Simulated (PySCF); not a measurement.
1,1-dichlorocyclopropane (C3H4Cl2), SMILES ClC1(Cl)CC1.

The structure is a stationary point at ωB97X-D3(BJ)/def2-SVP.

Two levels are set side by side: PBE/def2-TZVP (PySCF) and HF/def2-TZVP (PySCF). Same geometry, gas phase. Differences are taken from unrounded values.

```json
[
 {"quantity": "orbital gap (eV)", "HF": "15.15", "PBE": "5.58", "PBE minus HF": "-9.56"},
 {"quantity": "highest occupied level (eV)", "HF": "-10.94", "PBE": "-6.54", "PBE minus HF": "4.40"},
 {"quantity": "lowest empty level (eV)", "HF": "4.21", "PBE": "-0.96", "PBE minus HF": "-5.16"},
 {"quantity": "dipole moment (D)", "HF": "2.32", "PBE": "2.04", "PBE minus HF": "-0.28"},
 {"quantity": "mean polarisability (bohr³)", "HF": "55.0", "PBE": "58.9", "PBE minus HF": "3.9"}
]
```

Without exact exchange PBE keeps part of each electron's self-repulsion, which lifts occupied levels and narrows the gap. Loosely held outer electrons make PBE densities more polarisable. Differences between two approximate levels are no errors against the true value.

Rough cost on one machine, each run with all the roots and properties that it gave: HF against PBE about 1/3.
